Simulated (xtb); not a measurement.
CH$_{3}$Cl$_{3}$Sn, charge -1, doublet, from a rough starting geometry (GFN-xTB shapes and energies of metal compounds can be far from the true ones) (a state made from the parent by changing its charge; the spin is typed, not shown lowest); GFN2-xTB run with xtb.

The xtb input:
```
$ xtb mol.xyz --gfn 2 --chrg -1 --uhf 1 --opt vtight --json

# file mol.xyz
8

C     -1.29632055    -0.18446590     0.08918608
Sn     0.87983278     0.09117451     0.00555191
Cl     1.89757467    -1.14831851    -1.68642674
Cl     1.45046363     2.30199681    -0.53563314
Cl     1.92227950    -0.36195328     1.93772384
H     -1.46612919    -1.20489505     0.46713331
H     -1.72750702     0.57204664     0.67764828
H     -1.71090623    -0.05617044    -0.96827386
```

The log (banner, timings and long lists left out):

```
   ID    Z sym.   atoms
    1    6 C      1
    2   50 Sn     2
    3   17 Cl     3-5
    4    1 H      6-8

           -------------------------------------------------
          |                Calculation Setup                |
           -------------------------------------------------

           -------------------------------------------------
          |                 G F N 2 - x T B                 |
           -------------------------------------------------

          ...................................................
          :                      SETUP                      :
          :.................................................:
          :  # basis functions                  47          :
          :  # atomic orbitals                  43          :
          :  # shells                           17          :
          :  # electrons                        33          :
          :  max. iterations                   250          :
          :  Hamiltonian                  GFN2-xTB          :
          :  restarted?                      false          :
          :  GBSA solvation                  false          :
          :  PC potential                    false          :
          :  electronic temp.          300.0000000     K    :
          :  accuracy                    1.0000000          :
          :  -> integral cutoff          0.2500000E+02      :
          :  -> integral neglect         0.1000000E-07      :
          :  -> SCF convergence          0.1000000E-05 Eh   :
          :  -> wf. convergence          0.1000000E-03 e    :
          :  Broyden damping             0.4000000          :
          :  net charge                         -1          :
          :  unpaired electrons                  1          :
          ...................................................

 iter      E             dE          RMSdq      gap      omega  full diag
   1    -19.6415331 -0.196415E+02  0.755E+00    3.53       0.0  T
   2    -19.6637134 -0.221803E-01  0.994E+00    6.27       1.0  T
   3    -19.8082450 -0.144532E+00  0.536E+00    5.34       1.0  T
   4    -19.7299596  0.782854E-01  0.479E+00    6.13       1.0  T
   5    -19.8154923 -0.855327E-01  0.950E-01    5.51       1.0  T
   6    -19.8162048 -0.712463E-03  0.394E-01    5.47       1.0  T
   7    -19.8164048 -0.199968E-03  0.189E-01    5.49       1.0  T
   8    -19.8164203 -0.155235E-04  0.674E-02    5.48       1.0  T
   9    -19.8164357 -0.154721E-04  0.395E-02    5.49       1.0  T
  10    -19.8164379 -0.219387E-05  0.186E-02    5.48       1.9  T
  11    -19.8164382 -0.271185E-06  0.765E-03    5.48       4.6  T
  12    -19.8164384 -0.235957E-06  0.433E-03    5.48       8.2  T
  13    -19.8164385 -0.286514E-07  0.155E-03    5.48      22.8  T
  14    -19.8164385 -0.190853E-07  0.873E-04    5.48      40.5  T
  15    -19.8164385 -0.131629E-08  0.281E-04    5.48     125.9  T

   *** convergence criteria satisfied after 15 iterations ***

         :::::::::::::::::::::::::::::::::::::::::::::::::::::
         ::                     SUMMARY                     ::
         :::::::::::::::::::::::::::::::::::::::::::::::::::::
         :: total energy             -19.758378753393 Eh    ::
         :: gradient norm              0.119029669465 Eh/a0 ::
         :: HOMO-LUMO gap              5.483410772021 eV    ::
         ::.................................................::
         :: SCC energy               -19.816420252360 Eh    ::
         :: -> isotropic ES            0.092747990437 Eh    ::
         :: -> anisotropic ES         -0.005169280263 Eh    ::
         :: -> anisotropic XC         -0.010153266486 Eh    ::
         :: -> dispersion             -0.008222191414 Eh    ::
         :: repulsion energy           0.058041498967 Eh    ::
         :: add. restraining           0.000000000000 Eh    ::
         :: total charge              -1.000000000000 e     ::
         :::::::::::::::::::::::::::::::::::::::::::::::::::::

      -----------------------------------------------------------
     |                   =====================                   |
     |                        A N C O P T                        |
     |                   =====================                   |
     |               Approximate Normal Coordinate               |
     |                Rational Function Optimizer                |
      -----------------------------------------------------------
      -----------------------------------------------------------
     |                   =====================                   |
     |                        A N C O P T                        |
     |                   =====================                   |
     |               Approximate Normal Coordinate               |
     |                Rational Function Optimizer                |
      -----------------------------------------------------------

          ...................................................
          :                      SETUP                      :
          :.................................................:
          :   optimization level         verytight          :
          :   max. optcycles                   200          :
          :   ANC micro-cycles                  20          :
          :   degrees of freedom                18          :
          :.................................................:
          :   RF solver                   davidson          :
          :   write xtbopt.log                true          :
          :   linear?                        false          :
          :   energy convergence         0.1000000E-06 Eh   :
          :   grad. convergence          0.2000000E-03 Eh/α :
          :   maxmium RF displ.          1.0000000          :
          :   Hlow (freq-cutoff)         0.1000000E-01      :
          :   Hmax (freq-cutoff)         5.0000000          :
          :   S6 in model hess.         20.0000000          :
[...]
 * total energy  :   -19.8057973 Eh     change       -0.1337761E-03 Eh
 * total energy  :   -19.8058955 Eh     change       -0.9813644E-04 Eh
 * total energy  :   -19.8060000 Eh     change       -0.1045399E-03 Eh
 * total energy  :   -19.8060628 Eh     change       -0.6273845E-04 Eh
 * total energy  :   -19.8060644 Eh     change       -0.1656386E-05 Eh
 * total energy  :   -19.8060651 Eh     change       -0.6924284E-06 Eh
 * total energy  :   -19.8060653 Eh     change       -0.2266589E-06 Eh
 * total energy  :   -19.8060658 Eh     change       -0.4649064E-06 Eh
 * total energy  :   -19.8060663 Eh     change       -0.5013636E-06 Eh
 * total energy  :   -19.8060666 Eh     change       -0.3392277E-06 Eh
 * total energy  :   -19.8060668 Eh     change       -0.2006734E-06 Eh
 * total energy  :   -19.8060669 Eh     change       -0.1074053E-06 Eh
 * total energy  :   -19.8060670 Eh     change       -0.5525489E-07 Eh
   *** GEOMETRY OPTIMIZATION CONVERGED AFTER 18 ITERATIONS ***
[...]
         :::::::::::::::::::::::::::::::::::::::::::::::::::::
         :: total energy             -19.806067002710 Eh    ::
         :: gradient norm              0.000054288281 Eh/a0 ::
         :: HOMO-LUMO gap              5.613958145848 eV    ::
         ::.................................................::
         :: SCC energy               -19.861586684295 Eh    ::
         :: -> isotropic ES            0.088445981868 Eh    ::
         :: -> anisotropic ES          0.001078045875 Eh    ::
         :: -> anisotropic XC          0.000723223838 Eh    ::
         :: -> dispersion             -0.007487102098 Eh    ::
         :: repulsion energy           0.055519681585 Eh    ::
         :: add. restraining           0.000000000000 Eh    ::
         :: total charge              -1.000000000000 e     ::
         :::::::::::::::::::::::::::::::::::::::::::::::::::::

           -------------------------------------------------
          |                Property Printout                |
           -------------------------------------------------

    * Orbital Energies and Occupations

         #    Occupation            Energy/Eh            Energy/eV
      -------------------------------------------------------------
         1        2.0000           -0.8939437             -24.3254
       ...           ...                  ...                  ...
         5        2.0000           -0.4628397             -12.5945
         6        2.0000           -0.3621166              -9.8537
         7        2.0000           -0.3620835              -9.8528
         8        2.0000           -0.2954876              -8.0406
         9        2.0000           -0.2954789              -8.0404
        10        2.0000           -0.2851325              -7.7589
        11        2.0000           -0.2777699              -7.5585
        12        2.0000           -0.2777625              -7.5583
        13        2.0000           -0.2703226              -7.3559
        14        2.0000           -0.2703206              -7.3558
        15        2.0000           -0.2692662              -7.3271
        16        2.0000           -0.2677339              -7.2854
        17        1.0000           -0.2131402              -5.7998 (HOMO)
        18                         -0.0068310              -0.1859 (LUMO)
        19                         -0.0067918              -0.1848
        20                          0.0069670               0.1896
        21                          0.1129437               3.0734
        22                          0.1131328               3.0785
        23                          0.1958320               5.3289
        24                          0.1958336               5.3289
        25                          0.1962152               5.3393
        26                          0.1964091               5.3446
        27                          0.1972092               5.3663
        28                          0.1972129               5.3664
       ...                                ...                  ...
        43                          0.6261612              17.0387
      -------------------------------------------------------------
                  HL-Gap            0.2063092 Eh            5.6140 eV
             Fermi-level           -0.1751449 Eh           -4.7659 eV

     #   Z          covCN         q      C6AA      α(0)
     1   6 C        3.350    -0.180    29.467     8.555
     2  50 Sn       2.900     0.494   368.867    37.911
     3  17 Cl       0.776    -0.452   113.850    16.322
     4  17 Cl       0.776    -0.452   113.856    16.322
     5  17 Cl       0.776    -0.452   113.859    16.323
     6   1 H        0.926     0.014     2.826     2.629
     7   1 H        0.926     0.014     2.827     2.629
     8   1 H        0.926     0.014     2.824     2.628

 Mol. C6AA /au·bohr⁶  :       3767.942739
 Mol. C8AA /au·bohr⁸  :     217135.584737
 Mol. α(0) /au        :        103.318221

Wiberg/Mayer (AO) data.
largest (>0.10) Wiberg bond orders for each atom

 ---------------------------------------------------------------------------
     #   Z sym  total        # sym  WBO       # sym  WBO       # sym  WBO
 ---------------------------------------------------------------------------
     1   6 C    3.651 --     6 H    0.983     8 H    0.983     7 H    0.983
                             2 Sn   0.379     5 Cl   0.108     4 Cl   0.108
                             3 Cl   0.107
     2  50 Sn   2.673 --     3 Cl   0.752     4 Cl   0.751     5 Cl   0.751
                             1 C    0.379
     3  17 Cl   0.941 --     2 Sn   0.752     1 C    0.107
     4  17 Cl   0.941 --     2 Sn   0.751     1 C    0.108
     5  17 Cl   0.940 --     2 Sn   0.751     1 C    0.108
     6   1 H    1.000 --     1 C    0.983
     7   1 H    1.000 --     1 C    0.983
     8   1 H    1.000 --     1 C    0.983
 ---------------------------------------------------------------------------

Topologies differ in total number of bonds
Writing topology from bond orders to xtbtopo.mol

molecular dipole:
                 x           y           z       tot (Debye)
 q only:       -3.823      -0.551       0.169
   full:       -4.249      -0.611       0.189      10.921
molecular quadrupole (traceless):
                xx          xy          yy          xz          yz          zz
 q only:       -6.025      -1.348       2.923       0.369       0.066       3.102
  q+dip:       -3.622      -0.830       1.754       0.214       0.041       1.868
   full:       -3.158      -0.731       1.528       0.178       0.035       1.630

optimized geometry written to: xtbopt.xyz

           -------------------------------------------------
          | TOTAL ENERGY              -19.806067002710 Eh   |
          | GRADIENT NORM               0.000054288281 Eh/α |
          | HOMO-LUMO GAP               5.613958145848 eV   |
           -------------------------------------------------

normal termination of xtb
```
